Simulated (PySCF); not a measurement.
Ionisation energy of Ta⁺ by level of theory

Ta⁺ [Xe] 4f14 5d3 6s1 (5F) → Ta²⁺ [Xe] 4f14 5d3 (4F), as a difference of total energies. Computed with PySCF 2.14 in ANO-RCC-VTZP, with scalar relativity by spin-free X2C-1e. Correlated levels: valence: [Xe] 4f14 frozen. The calculations carry no spin-orbit coupling.

Q: Order these methods by the ionisation energy they give, lowest first.
A. MP2 (valence)
B. UHF
C. CCSD(T) (valence)
D. SCS-MP2 (valence)

A: B (14.204 eV), D (14.310 eV), A (14.521 eV), C (14.591 eV).

A first-order spin-orbit estimate (lowest level to lowest level, LS coupling) adds -0.045 eV.

Errors of the correlated levels include the incompleteness of this basis and the frozen core.

Every method misses the reference by a wide margin, which points to the basis or the choice of state and not to the methods.

For comparison: 16.2 ± 0.5 eV (semi-empirical (NIST evaluation); NIST Atomic Spectra Database, ionization energies).
